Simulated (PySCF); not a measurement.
CuCl2, SMILES [Cl][Cu-][Cl], charge -1, multiplicity 1. Heavy atoms are numbered as in [Cu-:1]([Cl:2])[Cl:3].

Geometry optimised at ωB97X-D3(BJ)/def2-SVPD. The multiplicity is an assumed one; other spin states were not compared.

Level of theory: PBE0/pcSseg-2 (PySCF).

GIAO shieldings, no solvent; atoms alike by connectivity are averaged. δ = σ(ref) − σ: ³⁵Cl against HCl (σ = 943.3 ppm), references at their B3LYP-D3(BJ)/def2-TZVP geometries, non-relativistic (without spin–orbit terms, shifts of atoms bonded to Cl or Br come out too high).

**Question.** Estimate the chemical shifts. (An estimate is asked for; the answer gives what the named calculation found.)

**Answer.** 
```
nucleus  atoms  count  δ (ppm)
-------  -----  -----  -------
³⁵Cl       Cl2      2   -214.4
```
